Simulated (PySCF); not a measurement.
**A survey of 17O NMR shifts**

[PySCF 2.14: GFN2-xTB structure; shieldings: GIAO PBE0/pcSseg-1; rapidly exchanging positions averaged; relativity neglected; no solvent model; one conformer]

Shieldings were converted by a linear fit to measured shifts: 17O (scatter 10.7 ppm rms, 12.2 ppm with the 3 outliers that the fit left out vs liquid water, solution or neat liquid). A few per cent of atoms miss by over 2 rms, more outside the fitted compound classes.

Task: Give the 17O shifts of `O=C1COC[C@@H]1F`.

Result: 
```csv
compound,environment,δ (ppm)
[O:1]=[C:2]1[CH2:3][O:4][CH2:5][C@@H:6]1[F:7],O1: ketone oxygen,570.0
[O:1]=[C:2]1[CH2:3][O:4][CH2:5][C@@H:6]1[F:7],O4: ether oxygen,-28.1
```

Task: Match the shifts 257.8, 11.5, -28.6 ppm to `O=S(=O)=O`, `CSc1ccsc1[SiH2]O`, `C#CC(=S)S[SiH2]OCC`.

Result: 257.8: O=S(=O)=O (S=O oxygen); 11.5: C#CC(=S)S[SiH2]OCC (oxygen bonded to C, Si); -28.6: CSc1ccsc1[SiH2]O (oxygen bonded to Si, H).
